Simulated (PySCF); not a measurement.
**Ionisation energy of Mn²⁺ by level of theory**

Mn²⁺ [Ar] 3d5 (6S) → Mn³⁺ [Ar] 3d4 (5D), as a difference of total energies. Computed with PySCF 2.14 in aug-cc-pVDZ-DK, with scalar relativity by spin-free X2C-1e. Correlated levels: valence: [Ar] frozen. The calculations carry no spin-orbit coupling.

| method | ionisation energy (eV) | difference from reference (eV) |
| --- | --- | --- |
| UHF | 32.512 | -1.156 |
| B3LYP | 34.034 | +0.366 |
| MN15 | 33.986 | +0.318 |
| MP2 (valence) | 33.289 | -0.379 |
| SCS-MP2 (valence) | 32.771 | -0.897 |

Reference: 33.668 ± 0.012 eV (measured; NIST Atomic Spectra Database, ionization energies).

The reference lies between the lowest fine-structure levels, while these numbers refer to the centres of the terms.

Errors of the correlated levels include the incompleteness of this basis and the frozen core.
